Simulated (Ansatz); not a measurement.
The first iterations of a band of C$_{3}$H$_{6}$OSe (11 atoms, charge 0, multiplicity 1).

Computed with Ansatz, RKS B3LYP-D4/def2-SVP.

| Item | Value |
| --- | --- |
| movable images | 5 |
| climbing image | yes |
| spring | 50.0 eV/Å² |
| optimiser | quadratic models (default) |
| start path | through a guess of the saddle point |
| force threshold | 0.05 eV/Å |
| iteration limit | 60 |
| end points | relaxed |

Initial state:

```xyz
11
Properties=species:S:1:pos:R:3
C -1.581 1.042 0.661
O -0.627 0.009 0.554
C 0.488 0.285 -0.166
C 1.322 -0.685 -0.560
Se 0.965 -2.519 -0.156
H -2.382 0.679 1.318
H -1.144 1.955 1.106
H -2.016 1.300 -0.322
H 0.690 1.342 -0.382
H 2.239 -0.444 -1.097
H 2.112 -3.021 -0.936
```

Final state:

```xyz
11
Properties=species:S:1:pos:R:3
C -1.591 0.811 0.611
O -0.437 0.026 0.393
C 0.666 0.682 -0.101
C 1.813 0.121 -0.516
Se 1.853 -1.776 -0.223
H -2.359 0.150 1.035
H -1.398 1.633 1.325
H -1.976 1.245 -0.330
H 0.568 1.778 -0.138
H 2.360 -2.175 -1.557
H 0.568 -2.552 -0.478
```

| iteration | highest image above the first end (eV) | largest band force component (eV/Å) |
| --- | --- | --- |
| 1 | 5.811 | 14.554 |
| 2 | 4.681 | 4.640 |
| 3 | 3.819 | 5.302 |
| 4 | 3.588 | 2.109 |
| 5 | 3.463 | 0.656 |
| 6 | 3.419 | 0.613 |
| 7 | 3.614 | 1.262 |
| 8 | 3.686 | 1.426 |
| 9 | 3.748 | 1.368 |
| 10 | 3.795 | 1.225 |
| 11 | 3.824 | 0.959 |

**Question.** Does the band converge within its limit, and where does its top end?

**Answer.** The run converged. It ended after 34 iterations with the highest image 3.763 eV above the first end. Beside the main top the profile has a ripple of under 15 meV (maxima at images 1, 4), which may be a very shallow well or noise. Neighbouring images differ by up to 2.1 eV, so the band resolves the path poorly. The order of the stationary point at the top wasn't checked. The orbitals stay closed-shell, which can raise the energy where a bond breaks towards radicals; this wasn't checked here.

Time of the run: 9.8 min on 2 threads of Arm Neoverse V1, on a shared host, peak memory 0.32 GiB.
